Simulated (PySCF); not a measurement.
C8H13NO.
Geometry (PBE0-D3(BJ)/def2-SVP, Å), atoms numbered from 1 in this order:
```xyz
23
C8H13NO angstrom
C     -2.3964    1.3983    1.4960
C     -1.7379    1.4952    0.3398
C     -1.2894    0.3454   -0.5022
C      0.2355    0.2537   -0.6180
N      0.5888   -0.7216   -1.6439
C      1.1484   -1.7175   -1.0910
C      1.3183   -1.6421    0.3991
C      0.9362   -0.1914    0.6918
O      2.1185    0.5263    0.9352
C      1.9127    1.7940    1.4773
H     -2.6776    0.4244    1.9105
H     -2.6888    2.2842    2.0658
H     -1.4779    2.4931   -0.0377
H     -1.6819   -0.6035   -0.0984
H     -1.6899    0.4429   -1.5250
H      0.6251    1.2383   -0.9302
H      1.4704   -2.5820   -1.6877
H      0.6660   -2.3729    0.9058
H      2.3498   -1.8390    0.7295
H      0.2586   -0.0972    1.5620
H      1.3408    2.4621    0.8045
H      1.3660    1.7455    2.4397
H      2.8987    2.2462    1.6528
```

Probes without a nucleus sit at each ring's centroid and 1 Å off its mean plane on both sides; NICS is minus the shielding there, NICSzz its component along the normal. Level: GIAO PBE0/pcSseg-1 (PySCF, non-relativistic, gas phase) on the PBE0-D3(BJ)/def2-SVP geometry, one conformer.

Ring bond lengths (Å), with Mayer bond orders in brackets: C4–N5 1.459 (0.98), N5–C6 1.269 (1.93), C6–C7 1.502 (1.00), C7–C8 1.528 (1.02), C8–C4 1.551 (0.93).

**Question.** Give the NICS values of each ring in ppm.

**Answer.** 
| ring | type | NICS(0) | NICS(1), two faces | NICS(1)zz, two faces | rms pucker (Å) | centre to ring atoms, mean (Å) |
| --- | --- | --- | --- | --- | --- | --- |
| C4–N5–C6–C7–C8 | 5-membered ring with N; formal bonds 1 double, 4 single | -1.2 | -3.4 / -4.4 | -4.5 / -5.8 | 0.07 | 1.24 |

**Question.** What can be read from them?

**Answer.** 
- C4–N5–C6–C7–C8: mean NICS(1)zz -5.2 ppm, shielded. C4, C7, C8 have four or more neighbours, and the NICS criterion for π rings isn't applied.

**Question.** At the first NICS(1) probe listed for ring C4–N5–C6–C7–C8, 1 Å off the ring, what do the in-plane components average?

**Answer.** The isotropic value is a third of the trace: (3 × -3.4 − (-4.5))/2 = -2.8 ppm.

**Question.** List the ring angles and the Hirshfeld charges of the ring atoms.

**Answer.** 
- C4–N5–C6–C7–C8: C4 107.0° (+0.004 e), N5 109.0° (-0.165 e), C6 116.3° (+0.044 e), C7 102.1° (-0.081 e), C8 102.9° (+0.039 e); sum 537.3° against 540° for a flat convex ring.

**Question.** What are the shieldings of the ring atoms and their hydrogens in the same run (means over atoms taken as equivalent)?

**Answer.** 
```json
{"atoms": "C4", "environment": "sp3 carbon bound to nitrogen", "σ isotropic (ppm)": "106.9"}
{"atoms": "N5", "environment": "imine nitrogen", "σ isotropic (ppm)": "-129.3"}
{"atoms": "C6", "environment": "imine carbon", "σ isotropic (ppm)": "13.5"}
{"atoms": "C7", "environment": "ring CH2 carbon", "σ isotropic (ppm)": "137.4"}
{"atoms": "C8", "environment": "sp3 carbon bound to oxygen", "σ isotropic (ppm)": "104.5"}
{"atoms": "H16", "environment": "methine hydrogen", "σ isotropic (ppm)": "27.19"}
{"atoms": "H17", "environment": "hydrogen on a C=N carbon", "σ isotropic (ppm)": "23.81"}
{"atoms": "H18", "environment": "methylene hydrogen", "σ isotropic (ppm)": "28.65"}
{"atoms": "H19", "environment": "methylene hydrogen", "σ isotropic (ppm)": "28.81"}
{"atoms": "H20", "environment": "methine hydrogen", "σ isotropic (ppm)": "28.05"}
```

**Question.** How do the values depend on the level or the medium?

**Answer.** 
| level | NICS(0), C4–N5–C6–C7–C8 | mean NICS(1)zz, C4–N5–C6–C7–C8 |
| --- | --- | --- |
| PBE0/pcSseg-1, gas | -1.2 | -5.2 |
| wB97X-D/pcSseg-1, gas | -1.1 | -5.0 |

The geometry is the same throughout.

Hardware: one thread, x86-64 server, on a shared host. Cost: 36 s wall. This is the whole shielding run at PBE0/pcSseg-1, SCF included.
